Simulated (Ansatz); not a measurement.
Input for Ansatz (a first-principles code): U-CCSD(T)/def2-SVPD on HNaO (SMILES [OH][Na]), a point of a bond scan (R = 1.670 Å).

Ansatz 0.2 input:
```yaml
crystal:
  periodic: [false, false, false]
  atoms:
    - {symbol: Na, position_ang: [-0.00000000, -0.00000000, -0.91728888]}
    - {symbol: O, position_ang: [0.00000000, 0.00000000, 1.01510457]}
    - {symbol: H, position_ang: [0.00000000, 0.00000000, 2.68501860]}
basis:
  gaussian:
    orbitals: def2-SVPD
correlation: {method: ccsd_t, electrons: outside_noble_gas}
scf: {omitted_lower_state_checks: [cluster_reference]}
magnetization: {spin_polarized: true, initial_magnetization: 0}
```

Program output:

```
WARN ansatz: RAYON_NUM_THREADS=1 ignored (pool sized by the plan → 1); use --threads N
Functional definition: HF
these checks for a lower state are left out or cut short: cluster_reference
integrals: 0.02 GiB planned
459 factors; integrals over basis functions are off by at most 7.4e-4 eV
mean field: 0.10 GiB planned
mean field evaluation 1: about -6441.9420 eV, gradient 3.9e1 eV
mean field evaluation 2: about -6441.9722 eV, gradient 4.0e1 eV
mean field evaluation 4: about -6449.5209 eV, gradient 2.7e0 eV
mean field evaluation 8: about -6449.6984 eV, gradient 4.2e-1 eV
mean field evaluation 16: about -6450.0567 eV, gradient 2.2e0 eV
mean field evaluation 32: about -6450.7759 eV, gradient 4.5e-5 eV
mean field evaluation 64: about -6450.1037 eV, gradient 5.8e-3 eV
mean field evaluation 96: about -6448.1235 eV, gradient 2.4e-2 eV
mean field evaluation 128: about -6450.7583 eV, gradient 1.6e0 eV
mean field evaluation 160: about -6445.1529 eV, gradient 2.2e1 eV
mean field evaluation 192: about -6446.7280 eV, gradient 2.2e0 eV
mean field evaluation 224: about -6450.1037 eV, gradient 1.3e-6 eV
mean field -6450.77587878 eV, -237.0616410523 hartree, gradient 1.6e-6 eV, S^2 0.725939; 16 other end points of the search recorded, 0 dependent functions left out
6 core orbitals not correlated
reference -6450.77587878 eV, -237.0616410523 hartree; 4, 4 occupied and 39, 39 virtual orbitals, 459 factors
second order -5.00231602 eV of doubles, -0.00000000 eV of singles
coupled cluster: 0.11 GiB planned
cycle   1  -5.09880980 eV  change   -9.6e-2 eV  update   1.0e-1
cycle   2  -5.32934537 eV  change   -2.3e-1 eV  update   4.9e-2
cycle   3  -5.54375822 eV  change   -2.1e-1 eV  update   4.5e-2
cycle   4  -5.66174975 eV  change   -1.2e-1 eV  update   3.2e-2
cycle   5  -5.85006467 eV  change   -1.9e-1 eV  update   2.5e-2
cycle   6  -5.92593751 eV  change   -7.6e-2 eV  update   1.4e-2
cycle   7  -5.98177286 eV  change   -5.6e-2 eV  update   7.9e-3
cycle   8  -6.00591727 eV  change   -2.4e-2 eV  update   3.8e-3
cycle   9  -6.00610343 eV  change   -1.9e-4 eV  update   1.8e-3
cycle  10  -6.00446103 eV  change    1.6e-3 eV  update   6.1e-4
cycle  11  -6.00542410 eV  change   -9.6e-4 eV  update   3.0e-4
cycle  12  -6.00522162 eV  change    2.0e-4 eV  update   1.4e-4
cycle  13  -6.00504624 eV  change    1.8e-4 eV  update   5.3e-5
cycle  14  -6.00511769 eV  change   -7.1e-5 eV  update   2.4e-5
cycle  15  -6.00513095 eV  change   -1.3e-5 eV  update   1.3e-5
cycle  16  -6.00515385 eV  change   -2.3e-5 eV  update   6.1e-6
cycle  17  -6.00515869 eV  change   -4.8e-6 eV  update   2.7e-6
coupled cluster: 0.11 GiB planned
perturbative correction -0.29740321 eV, -0.0109293664 hartree
Total energy: -6457.07844068 eV, -237.2932559300 hartree
Checks for a lower state left out: cluster_reference
```

The calculation finished and met its thresholds. Its determinant has ⟨S²⟩ = 0.73, a mixture of spin states.

Cost: around 3 core-seconds (rough).
